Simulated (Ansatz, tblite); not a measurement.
Removing and adding an electron: the cluster GeTe₂ (the lowest singlet isomer of a short search). Charge 0, multiplicity 1. Geometry: r2SCAN-D4/def2-TZVP. Ansatz, gas phase; energy differences of separate SCF runs; the oxidised species was run as a doublet alone; the reduced species was run as a doublet alone.

```xyz
3

Ge    0.6409    0.4480   -1.1965
Te   -1.2519   -0.9361   -0.1672
Te    0.6109    0.4881    1.3638
```

In the def2 sets Te takes a core potential; there is no spin–orbit coupling. The xTB rows come from tblite. HOMO above LUMO, or a gap near zero within one spin, warns that the state may not be the lowest or that an electron is smeared out. The structure comes from a short search, and lower isomers may exist.

```
               level  −HOMO (eV)  vertical IE (eV)  −LUMO (eV)  vertical EA (eV)  HOMO–LUMO gap (eV)  IE − EA (eV)                                                                   remarks
            GFN1-xTB        9.10             12.33        7.45                 –                1.65             –                                                                         –
            GFN2-xTB        8.47             12.76        6.72              2.47                1.75         10.29                                                                         –
    PBE-D4/def2-TZVP        4.87              7.46        3.49                 –                1.38             –                                                                         –
   PBE-D4/def2-TZVPD        4.89                 –        3.52              1.19                1.37             –  HOMO above zero (-1 doublet), gap within one spin near zero (-1 doublet)
 r2SCAN-D4/def2-TZVP        5.09              7.55        3.49                 –                1.59             –                                                                         –
r2SCAN-D4/def2-TZVPD        5.10                 –        3.51              1.35                1.59             –                                              HOMO above zero (-1 doublet)
   PBE0-D4/def2-TZVP        5.78              7.57        2.85                 –                2.92             –                                                                         –
  PBE0-D4/def2-TZVPD        5.80                 –        2.88              1.33                2.91             –                                              HOMO above zero (-1 doublet)
```

   A HOMO above zero means that the electron is unbound at that level or that self-interaction error raises the level; the energy of removing that electron tells which. Raw xTB energy differences between charge states are shifted by several eV; the methods need an empirical correction for them.
